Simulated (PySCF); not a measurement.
CH7Si2, SMILES C([SiH3])[SiH2], multiplicity 2. Atoms are numbered in the order given.

```xyz
10

Si     1.5993     0.3601     0.0710
C      0.1101    -0.7108    -0.3647
Si    -1.5537    -0.0124     0.1754
H      2.8953    -0.2965    -0.2945
H      1.5088     1.7076    -0.5758
H      0.0921    -0.8612    -1.4599
H      0.2421    -1.7055     0.0939
H     -2.6701    -0.9069    -0.2607
H     -1.7660     1.3396    -0.4271
H     -1.6014     0.1199     1.6636
```
Charge 0, spin multiplicity 2.

Geometry: PBE0-D3(BJ)/def2-SVP. The isomer is the one that the SMILES or the coordinates give; other isomers of the formula were not compared.

The numbers are results of PBE/def2-TZVPD run with PySCF, not measurements.

Mulliken values depend strongly on the basis, most of all with diffuse functions as here. ESP charges are fitted to the potential on shells at 1.4 to 2.0 van der Waals radii. Atomic charges (e):

```tsv
atom	meta-Löwdin	ESP fit	Mulliken	Mulliken spin
Si1	0.31	-0.02	-0.05	0.90
C2	-0.66	-0.30	-0.33	0.02
Si3	0.44	0.19	0.03	0.00
H4	-0.07	-0.01	-0.01	0.03
H5	-0.07	0.00	0.01	0.03
H6	0.15	0.15	0.20	0.04
H7	0.15	0.15	0.23	-0.01
H8	-0.08	-0.07	-0.04	0.00
H9	-0.08	-0.04	-0.01	0.00
H10	-0.08	-0.05	-0.01	0.00
```
